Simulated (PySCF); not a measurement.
**Working out the ionisation energy of Sc**

Sc [Ar] 3d1 4s2 (2D) → Sc⁺ [Ar] 3d1 4s1 (3D). All numbers are calculated (PySCF 2.14, the spin-free X2C one-electron Hamiltonian (Gaussian nucleus), in ANO-RCC-VTZP (6s5p3d2f1g, 59 functions)). Frozen: [Ne]. Energies in hartree (1 hartree = 27.21139 eV):

| part | Sc (lower) | Sc⁺ (upper) |
| --- | --- | --- |
| UHF | -763.285366 | -763.087189 |
| MP2 opposite-spin | -0.231311 | -0.203019 |
| MP2 same-spin | -0.080428 | -0.075667 |

**Question.** What does Hartree-Fock give?

**Answer.** (-763.087189) − (-763.285366) = 0.198177 hartree = 5.393 eV.

**Question.** What do MP2 and SCS-MP2 (6/5 opposite-spin, 1/3 same-spin) give?

**Answer.** The opposite-spin parts differ by 0.770 eV and the same-spin parts by 0.130 eV. MP2: 5.393 + (0.770) + (0.130) = 6.293 eV. SCS-MP2: 5.393 + 1.2 × (0.770) + (0.130)/3 = 6.360 eV.

Measured between the centres of the two terms (NIST): 6.562 eV, so MP2 (valence and next inner shell) is off by -0.269 eV.

What remains against the reference includes basis incompleteness, the frozen core and correlation beyond second order.
